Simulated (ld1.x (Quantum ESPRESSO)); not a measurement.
# Varying the RRKJ potential for cobalt

Base potential:

Co (Z = 27), norm-conserving RRKJ (Kleinman–Bylander form), made with ld1.x (Quantum ESPRESSO) 7.5 (PBEsol, scalar-relativistic). Core [Ar], reference 3d6 4s0 4p0 (charge +3). Waves: 4p (bound, empty): rc 1.60 bohr; 3d (bound): rc 1.50 bohr; 4s (bound, empty): rc 1.70 bohr. Local part: the s channel. Core correction: Bessel-smoothed model core inside 0.80 bohr.

All-electron outer shells of the reference configuration (PBEsol, scalar-relativistic, ld1.x):

| shell | level (eV) | outermost node (bohr) | outermost maximum (bohr) |
| --- | --- | --- | --- |
| 3p | -103.59 | 0.28 | 0.67 |
| 3d | -45.13 | – | 0.66 |
| 4s | -32.12 | 0.94 | 1.95 |
| 4p | -24.53 | 1.00 | 2.23 |

Cutoffs, loose and tight: the cutoffs (Ry, on a coarse ladder) from which the occupation-weighted sum of valence levels, in a spherical-Bessel basis at the reference potential, stays within 10 and 1 mRy of its value at 400 Ry. They do not see the model core or the augmentation charge, which bear on the density cutoff. Test errors are all-electron minus pseudo excitation energies from the reference, over the configurations 3d7 4s2 4p0; 3d7 4s1 4p0; 3d7 4s0 4p0; 3d7 4s0 4p2; 3d8 4s0 4p0; 3d7 4s1.5 4p0; 3d7.5 4s1.5 4p0. A dash means not determined; rows that change the core or the reference have their own tests.

A true bound ghost makes a file unfit for plane-wave use even where its test errors are small: the radial tests pick states by their node count and pass the ghost by.

| change | outcome | cutoff, loose | cutoff, tight | bound ghosts | largest test error (meV) |
| --- | --- | --- | --- | --- | --- |
| base | generated | 80 Ry | 120 Ry | p | -1316 |
| wave 4p (bound): rc 1.60 bohr becomes 4p (bound): rc 1.22 bohr | failed: compute_chi: n is too large | – | – | – | – |
| wave 4p (bound): rc 1.60 bohr becomes 4p (bound): rc 1.36 bohr | failed: compute_chi: n is too large | – | – | – | – |
| wave 4p (bound): rc 1.60 bohr becomes 4p (bound): rc 1.46 bohr | failed: compute_chi: n is too large | – | – | – | – |
| wave 4p (bound): rc 1.60 bohr becomes 4p (bound): rc 1.68 bohr | generated | 80 Ry | 120 Ry | p | -1316 |
| wave 4p (bound): rc 1.60 bohr becomes 4p (bound): rc 1.80 bohr | generated | 80 Ry | 120 Ry | p | -1316 |
| wave 4p (bound): rc 1.60 bohr becomes 4p (bound): rc 1.98 bohr | generated | 80 Ry | 120 Ry | none | -1316 |
| wave 4p (bound): rc 1.60 bohr becomes 4p (bound): rc 2.08 bohr | generated | 80 Ry | 120 Ry | none | -1316 |
| wave 4p (bound): rc 1.60 bohr becomes 4p (bound): rc 2.44 bohr | generated | 80 Ry | 120 Ry | none | -1316 |

**Question.** What comes out with this change to the base: wave 4p (bound): rc 1.60 bohr becomes 4p (bound): rc 1.04 bohr?

**Answer.** outcome: failed: compute_phi: phi has nodes before r_c. Cause: the RRKJ expansion in Bessel functions gave a pseudo-wave with a node inside its radius.

**Question.** What comes out with this change to the base: wave 4p (bound): rc 1.60 bohr becomes 4p (bound): rc 2.22 bohr?

**Answer.** outcome: generated; cutoff, loose: 80 Ry; cutoff, tight: 120 Ry; bound ghosts: none; largest test error (meV): -8758.

Reading the sweep of the p radius (base included, trends over the rows without a ghost): The loose cutoff stays near 80 Ry. The median size of the test errors (rows with all tests solved) stays near 429.8 meV. Bound ghosts are found at 1.6, 1.68, 1.8 bohr. The generation fails at 1.04, 1.22, 1.36, 1.46 bohr.
